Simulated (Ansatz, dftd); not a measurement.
Species: HS$_{2}$, charge 0, doublet. HS2 (SMILES [S]S, doublet).
B3LYP-D3(BJ)/def2-TZVP minimum from Ansatz (a first-principles code):
```xyz
3

S     -0.9203     0.0126     0.4581
S      0.8239     0.0408    -0.4735
H      1.5432    -0.8556     0.2469
```
Charge 0, spin multiplicity 2.

Property: atomisation energy (electronic, to ground-state atoms), in kJ/mol. Open shells are spin-unrestricted; no spin-orbit coupling. Correlated methods leave the cores frozen. Rows without X2C or -DK are non-relativistic. CBS(X,Y): correlation extrapolated as X^-3, Hartree-Fock from the larger set (Q,5: extrapolated as (X+1)exp(-9√X)). A bracket is a step between two methods taken in the basis named. Functionals run without relativity, which enters their misses. '+ core + X2C': CCSD(T) terms for core correlation (cc-pwCVTZ, 1s frozen past Ne) and scalar relativity (cc-pVTZ-DK). For partners of very few electrons the exact lower level stands in for a higher one.

```
level                                                                                                                          program  atomisation energy (kJ/mol)  difference against the last row
----------------------------------------------------------------------------------------------------------------------  --------------  ---------------------------  -------------------------------
HF/cc-pV(D+d)Z                                                                                                                  Ansatz                        385.8                           -304.5
PBE-D3(BJ)/def2-TZVPD                                                                                                   Ansatz + dftd3                        731.0                             40.7
r2SCAN-D3(BJ)/def2-TZVPD                                                                                                Ansatz + dftd3                        709.3                             19.0
CCSD(T)/CBS(cc-pV(T+d)Z,cc-pV(Q+d)Z)                                                                                            Ansatz                        687.0                             -3.3
CCSDT(Q)/cc-pV(T+d)Z                                                                                                            Ansatz                        648.1                            -42.2
CCSDTQ/cc-pV(D+d)Z                                                                                                              Ansatz                        588.7                           -101.6
CCSD(T)/CBS(cc-pV(Q+d)Z,cc-pV(5+d)Z) + [CCSDT(Q) - CCSD(T)]/cc-pV(T+d)Z + core + X2C                                            Ansatz                        690.5                              0.2
CCSD(T)/CBS(cc-pV(Q+d)Z,cc-pV(5+d)Z) + [CCSDT(Q) - CCSD(T)]/cc-pV(T+d)Z + [CCSDTQ - CCSDT(Q)]/cc-pV(D+d)Z + core + X2C          Ansatz                        690.3                              0.0
```
